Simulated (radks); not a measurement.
Ionisation of the gold ion Au23+, [Kr] 4d10 4f10, to [Kr] 4d10 4f9 as the strength of local exchange is varied. Method: non-relativistic Kohn-Sham, Slater X-alpha exchange (alpha = 2/3 is LDA exchange), no correlation, spin-unpolarised, spherical densities, point nucleus; relativity is left out, which matters for an element this heavy; computed with a radial shooting solver on a logarithmic mesh with Libxc functionals.

| alpha | E(Au23+) (hartree) | exchange (hartree) | IE (eV) | -e of the level emptied (eV) | <r> of it (bohr) |
|---|---|---|---|---|---|
| 0.592 | -17599.3767 | -267.4467 | 710.94 | 686.63 (4f) | 0.4349 |
| 0.619 | -17611.5781 | -279.8162 | 713.57 | 689.22 (4f) | 0.4341 |
| 0.667 | -17633.2882 | -301.8435 | 718.25 | 693.84 (4f) | 0.4328 |
| 0.686 | -17641.8883 | -310.5757 | 720.10 | 695.68 (4f) | 0.4323 |
| 0.727 | -17660.4590 | -329.4441 | 724.12 | 699.64 (4f) | 0.4312 |
| 0.906 | -17741.7384 | -412.2246 | 741.83 | 717.13 (4f) | 0.4264 |

NIST Atomic Spectra Database: 710 +/- 40 eV (theoretical). The central value is not met in this range of alpha. Relativity is left out here, which matters for elements this heavy. Spin polarisation and multiplet splitting are left out, so open shells lie too high by an amount that depends on their filling.

Beside tabulated values, note that spin-unpolarised runs miss the spin-polarisation part of the exchange energy of open shells.
